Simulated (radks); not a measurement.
Values are calculated unless marked as measured or tabulated.
Problem. Neutral magnesium, configuration [Ne] 3s2. Level of theory: scalar-relativistic Kohn-Sham, BLYP, spin-polarised, spherical densities, point nucleus (a radial shooting solver on a logarithmic mesh with Libxc functionals). Some entries of the table are withheld. Estimate them.

orbital,occ.,eigenvalue (hartree),<1/r> (bohr^-1),<r> (bohr)
1s,2,-46.32923,11.63,0.1306
2s,2,-2.92445,2.100,0.6980
2p,6,-1.70997,(1),0.6900
3s,2,(2),0.4274,3.136

Solution. 
(1) 2p <1/r> (bohr^-1): 1.957
(2) 3s eigenvalue (hartree): -0.16804
